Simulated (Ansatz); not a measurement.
An input meant for C₉H₁₅NO (charge 0, singlet).

```yaml
crystal:
  periodic: [false, false, false]
  atoms:
    - {symbol: C, position_ang: [-3.829203, 0.939804, 0.812561]}
    - {symbol: C, position_ang: [-2.898050, -0.112061, 0.208388]}
    - {symbol: C, position_ang: [-1.413919, 0.234907, 0.354515]}
    - {symbol: C, position_ang: [-0.488552, -0.830305, -0.245468]}
    - {symbol: N, position_ang: [0.925638, -0.491161, -0.143318]}
    - {symbol: C, position_ang: [1.492681, 0.304442, -1.233584]}
    - {symbol: C, position_ang: [2.786659, 0.931264, -0.810054]}
    - {symbol: C, position_ang: [3.536001, 0.396433, 0.200998]}
    - {symbol: C, position_ang: [3.021285, -0.667381, 1.021919]}
    - {symbol: C, position_ang: [1.714276, -1.044712, 0.830513]}
    - {symbol: D, position_ang: [-3.639357, 1.070413, 1.898465]}
    - {symbol: H, position_ang: [-4.895532, 0.662250, 0.690544]}
    - {symbol: H, position_ang: [-3.684191, 1.930096, 0.332374]}
    - {symbol: H, position_ang: [-3.091526, -1.100023, 0.683796]}
    - {symbol: H, position_ang: [-3.136363, -0.249425, -0.870078]}
    - {symbol: H, position_ang: [-1.156408, 0.370360, 1.428101]}
    - {symbol: H, position_ang: [-1.210274, 1.214160, -0.133313]}
    - {symbol: H, position_ang: [-0.655802, -1.802339, 0.265360]}
    - {symbol: H, position_ang: [-0.728284, -0.998999, -1.316925]}
    - {symbol: H, position_ang: [0.738241, 1.067103, -1.526304]}
    - {symbol: H, position_ang: [3.150110, 1.773784, -1.416534]}
    - {symbol: H, position_ang: [4.532748, 0.812143, 0.421077]}
    - {symbol: H, position_ang: [3.620892, -1.130032, 1.815494]}
    - {symbol: H, position_ang: [1.220266, -1.799297, 1.463612]}
    - {symbol: O, position_ang: [1.638672, -0.475313, -2.431148]}
    - {symbol: H, position_ang: [2.449980, -1.006120, -2.300983]}
basis:
  gaussian: {orbitals: def2-SVP, final_grid: {core_spheres: 8, valence_spheres: 7, degree: 23}}
hamiltonian: {xc: {name: B97}}
accuracy: high
scf: {lower_state_search: light}
output: {forces: true}
```

```sh
$ ansatz run in.yaml --threads 4 --pin off --events-out ev --progress --plain --max-ram 6963MiB
```

Output, abridged:

```
Error: YAML parse error: error: line 14 column 16: `D` is not an element symbol (H … Og, case-exact)
12 |     - {symbol: C, position_ang: [3.021285, -0.667381, 1.021919]}
13 |     - {symbol: C, position_ang: [1.714276, -1.044712, 0.830513]}
14 |     - {symbol: D, position_ang: [-3.639357, 1.070413, 1.898465]}
15 |     - {symbol: H, position_ang: [-4.895532, 0.662250, 0.690544]}
16 |     - {symbol: H, position_ang: [-3.684191, 1.930096, 0.332374]}
```

Something in this input is off. What?

An element symbol is wrong. The program refused the input.
